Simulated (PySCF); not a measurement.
Isomers of C4H10OSi and their computed core-level spectra.

Computed with delta-SCF UKS SCAN, pcX-2 on the ionised atom, pcseg-1 elsewhere, spin-free X2C in PySCF. Geometries: PBE0-D3(BJ)/def2-SVP; isolated species, one conformer each.

Line lists (1s up to Mg, 2p3/2 beyond; areas count atoms within a level, one atom standing for each set equivalent by bonding):
1. C 1s: 290.56 (area 2), 290.63 (area 1), 292.27 (area 1) eV; O 1s: 537.85 eV; Si 2p3/2: 107.33 eV
2. C 1s: 289.88 (area 2), 290.54 (area 2) eV; O 1s: 538.23 eV; Si 2p3/2: 106.68 eV
3. C 1s: 289.65 (area 1), 290.24 (area 2), 291.96 (area 1) eV; O 1s: 538.09 eV; Si 2p3/2: 107.01 eV
4. C 1s: 290.02 (area 1), 290.58 (area 1), 291.24 (area 1), 292.10 (area 1) eV; O 1s: 538.24 eV; Si 2p3/2: 106.27 eV

Structures:
A. `CO[C@H]1CC[SiH2]1`
B. `C[SiH](C)OC=C`
C. `[SiH3]OCC1CC1`
D. `O[SiH]1CCCC1`

Q: Which list belongs to which compound?

A: 
- 1 = C: another candidate has the same counts of sites, so positions decide. C 1s: 290.56 three-membered-ring carbon (×2), 290.63 three-membered-ring carbon, 292.27 sp3 carbon bound to oxygen; O 1s: 537.85 silyl ether oxygen; Si 2p3/2: 107.33 oxygen-bound silicon.
- 2 = D: no other candidate has these counts of sites. C 1s: 289.88 sp3 carbon bound to silicon (×2), 290.54 ring CH2 carbon (×2); O 1s: 538.23 silanol oxygen; Si 2p3/2: 106.68 oxygen-bound silicon.
- 3 = B: another candidate has the same counts of sites, so positions decide. C 1s: 289.65 terminal =CH2 carbon, 290.24 Si-methyl carbon (×2), 291.96 vinylic carbon bearing oxygen; O 1s: 538.09 silyl ether oxygen; Si 2p3/2: 107.01 oxygen-bound silicon.
- 4 = A: no other candidate has these counts of sites. C 1s: 290.02 sp3 carbon bound to silicon, 290.58 four-membered-ring carbon, 291.24 sp3 carbon bound to oxygen, 292.10 methoxy carbon; O 1s: 538.24 ether oxygen; Si 2p3/2: 106.27 SiH2 silicon.

For 2p shells one spin-free hole was relaxed; a mean-field spin–orbit operator and the ground-state splitting of the three 2p orbitals were then diagonalised within the shell. The shell's mean is (2 × 2p3/2 + 2p1/2)/3, and the degeneracies 2j + 1 give areas of 2:1. 1 of these hole states is spin-contaminated (⟨S²⟩ 0.86, against 0.75; counted from 0.85) and less certain.
